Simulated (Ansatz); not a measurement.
One change: `C=[N][AlH][CH2]C` becomes `C[CH2][AlH][O][SiH3]`.

Ansatz, PBE0-D4/def2-TZVP geometries, multiplicity 1. Each molecule was computed in one conformer, which needn't be the lowest.

```tsv
property	`C=[N][AlH][CH2]C`
HOMO energy (B3LYP/def2-TZVPP) / eV	-6.37
size of the dipole moment (ωB97M-V/def2-TZVPP) / D	1.27
HOMO–LUMO gap (ωB97M-V/def2-TZVPP) / eV	10.07
HOMO energy (PBE0/def2-TZVPP) / eV	-6.57
LUMO energy (B3LYP/def2-TZVPP) / eV	-1.02
HOMO energy (PBE/def2-TZVPP) / eV	-5.32
```

Q: Give the same properties after the change, and the shifts. (An estimate is asked.)

A: The calculation gave: 
| property | `C[CH2][AlH][O][SiH3]` | shift |
| --- | --- | --- |
| HOMO energy (B3LYP/def2-TZVPP) / eV | -7.35 | -0.98 |
| size of the dipole moment (ωB97M-V/def2-TZVPP) / D | 1.17 | -0.10 |
| HOMO–LUMO gap (ωB97M-V/def2-TZVPP) / eV | 10.60 | 0.53 |
| HOMO energy (PBE0/def2-TZVPP) / eV | -7.54 | -0.97 |
| LUMO energy (B3LYP/def2-TZVPP) / eV | -0.91 | 0.11 |
| HOMO energy (PBE/def2-TZVPP) / eV | -6.28 | -0.96 |

With PBE0 the HOMO falls by 0.97 eV and the LUMO rises by 0.09 eV, so the gap widens by about 1.06 eV. PBE moves the HOMO by -0.96 eV and ωB97M-V by -0.88 eV. Dipoles are sizes alone; their direction can turn.

B3LYP here is the variant with VWN-RPA as its local correlation; programs differ in this.
